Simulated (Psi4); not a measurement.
C2H3O2, charge -1, singlet, at a GFN2-xTB geometry (a gas-phase anion, which may not be bound at this level); CCSD(T)/STO-3G run with Psi4.

The Psi4 input:
```
memory 2 GB

molecule {
-1 1
C    -1.15412904   -0.13368505   -0.00475851
O    -0.72670803   -1.11946687    0.60148897
O     0.00963198    0.80173294   -0.46742437
C     1.28691312    0.41218812   -0.14832584
H     1.79443639    1.15884469    0.49102832
H     1.24026991   -0.54555805    0.40753573
H     1.90519756    0.25756633   -1.05257476
}

set {
  basis sto-3g
  freeze_core true
  mp2_type conv
  scf_type pk
  puream true
  d_convergence 1e-8
}

energy('ccsd(t)')
print_variables()
```

Output, abridged:

```
   => Loading Basis Set <=

    Name: STO-3G
    Role: ORBITAL
    Keyword: BASIS

         ---------------------------------------------------------
                                   SCF
               by Justin Turney, Rob Parrish, Andy Simmonett
                          and Daniel G. A. Smith
                              RHF Reference
         ---------------------------------------------------------

  ==> Geometry <==

    Molecular point group: c1
    Full point group: C1

    Geometry (in Angstrom), charge = -1, multiplicity = 1:

       Center              X                  Y                   Z               Mass
    ------------   -----------------  -----------------  -----------------  -----------------
         C           -1.071137543020    -0.119071009501    -0.007336297898    12.000000000000
         O           -0.643716533020    -1.104852829501     0.598911182102    15.994914619570
         O            0.092623476980     0.816346980499    -0.470002157898    15.994914619570
         C            1.369904616980     0.426802160499    -0.150903627898    12.000000000000
         H            1.877427886980     1.173458730499     0.488450532102     1.007825032230
         H            1.323261406980    -0.530944009501     0.404957942102     1.007825032230
         H            1.988189056980     0.272180370499    -1.055152547898     1.007825032230

  Running in c1 symmetry.

  Rotational constants: A =      0.69664  B =      0.22438  C =      0.17542 [cm^-1]
  Rotational constants: A =  20884.65738  B =   6726.68464  C =   5259.06867 [MHz]
  Nuclear repulsion =  110.659015390655668

  Charge       = -1
  Multiplicity = 1
  Electrons    = 32
  Nalpha       = 16
  Nbeta        = 16

  ==> Algorithm <==

  SCF Algorithm Type is PK.
  DIIS enabled.
  MOM disabled.
  Fractional occupation disabled.
  Guess Type is SAD.
  Energy threshold   = 1.00e-08
  Density threshold  = 1.00e-08
  Integral threshold = 1.00e-12

  ==> Primary Basis <==

  Basis Set: STO-3G
    Blend: STO-3G
    Number of shells: 15
    Number of basis functions: 23
    Number of Cartesian functions: 23
    Spherical Harmonics?: true
    Max angular momentum: 1

  ==> Integral Setup <==

  Using in-core PK algorithm.
   Calculation information:
      Number of atoms:                   7
      Number of AO shells:              15
      Number of primitives:             45
      Number of atomic orbitals:        23
      Number of basis functions:        23

      Integral cutoff                 1.00e-12
      Number of threads:                 1

  Performing in-core PK
  Using 76452 doubles for integral storage.
  We computed 6874 shell quartets total.
  Whereas there are 7260 unique shell quartets.

  ==> DiskJK: Disk-Based J/K Matrices <==

    J tasked:                  Yes
    K tasked:                  Yes
    wK tasked:                  No
    Schwarz Cutoff:          1E-12

  Minimum eigenvalue in the overlap matrix is 2.3412068210E-01.
  Reciprocal condition number of the overlap matrix is 1.0461164136E-01.
    Using symmetric orthogonalization.

  ==> Pre-Iterations <==

  SCF Guess: Superposition of Atomic Densities via on-the-fly atomic UHF (no occupation information).

   -------------------------
    Irrep   Nso     Nmo
   -------------------------
     A         23      23
   -------------------------
    Total      23      23
   -------------------------

  ==> Iterations <==

                        Total Energy        Delta E     RMS |[F,P]|

   @RHF iter SAD:  -221.25757440293469   -2.21258e+02   0.00000e+00
   @RHF iter   1:  -223.92110647199286   -2.66353e+00   1.51652e-02 DIIS/ADIIS
   @RHF iter   2:  -223.99956893879570   -7.84625e-02   6.88577e-03 DIIS/ADIIS
   @RHF iter   3:  -224.01390730669837   -1.43384e-02   1.74660e-03 DIIS/ADIIS
   @RHF iter   4:  -224.01549489610593   -1.58759e-03   6.92520e-04 DIIS/ADIIS
   @RHF iter   5:  -224.01576190293670   -2.67007e-04   1.38017e-04 DIIS/ADIIS
[...]
  @RHF Final Energy:  -224.01578286642976
    Total Energy =                       -224.0157828664297597
[...]
     5        -0.229471153434593    1.164e-03    0.017461    0.059599    0.059599    0.193352
     6        -0.229442499589041    4.573e-04    0.017480    0.059682    0.059682    0.193479
     7        -0.229435067876568    1.987e-04    0.017476    0.059668    0.059668    0.193513
     8        -0.229438840458447    8.147e-05    0.017470    0.059645    0.059645    0.193533
     9        -0.229439977085426    2.181e-05    0.017470    0.059640    0.059640    0.193536
    10        -0.229439782500765    9.219e-06    0.017469    0.059638    0.059638    0.193535
    11        -0.229439936068702    3.846e-06    0.017469    0.059636    0.059636    0.193535
    12        -0.229439760481458    1.208e-06    0.017469    0.059636    0.059636    0.193534
    13        -0.229439765234186    4.135e-07    0.017469    0.059636    0.059636    0.193534
    14        -0.229439773248981    1.353e-07    0.017469    0.059636    0.059636    0.193534
    15        -0.229439775797427    4.364e-08    0.017469    0.059636    0.059636    0.193534

    Iterations converged.

    Largest TIA Amplitudes:
              8   0         0.0561845066
             11   1         0.0359439713
              7   1        -0.0291532292
             10   3        -0.0187523864
             10   0         0.0155283270
              7   4        -0.0143220088
              8   3         0.0129433753
              3   1         0.0118046999
              9   4         0.0109604422
             11   6         0.0103706927

    Largest TIjAb Amplitudes:
      8   8   0   0        -0.1011020899
      8  10   0   0        -0.0661499741
     10   8   0   0        -0.0661499741
     10  10   0   0        -0.0596041233
      4   4   3   3        -0.0574951197
     11  11   1   1        -0.0571174460
     11  11   0   0        -0.0497723160
      6   6   5   5        -0.0343512838
      2   2   2   2        -0.0314167548
      7   8   1   0         0.0306677119

    SCF energy       (wfn)                    = -224.015782866429760
    Reference energy (file100)                = -224.015782866429390

    Opposite-spin MP2 correlation energy      =   -0.156961107855878
    Same-spin MP2 correlation energy          =   -0.037795666317564
    Singles MP2 correlation energy            =   -0.000000000000000
    MP2 correlation energy                    =   -0.194756774173442
      * MP2 total energy                      = -224.210539640602832

    Opposite-spin CCSD correlation energy     =   -0.195724163764247
    Same-spin CCSD correlation energy         =   -0.033715612033180
    Singles CCSD correlation energy           =    0.000000000000000
    CCSD correlation energy                   =   -0.229439775797427
      * CCSD total energy                     = -224.245222642226821

            **************************
            *                        *
            *        CCTRIPLES       *
            *                        *
            **************************

    Wave function   =    CCSD_T
    Reference wfn   =      RHF

    Nuclear Rep. energy (wfn)                =  110.659015390655668
    SCF energy          (wfn)                = -224.015782866429760
    Reference energy    (file100)            = -224.015782866429390
    CCSD energy         (file100)            =   -0.229439775797427
    Total CCSD energy   (file100)            = -224.245222642226821

    Number of ijk index combinations:              364
    Approx. words needed per explicit thread:            1372
    Number of threads for explicit ijk threading:    1

    MKL num_threads set to 1 for explicit threading.

    (T) energy                                =   -0.009567955186978
      * CCSD(T) total energy                  = -224.254790597413802

  Variable Map:
  ----------------------------------------------------------------------------
[...]
  Array Variable Map:
  ----------------------------------------------------------------------------
[...]
[...]
```
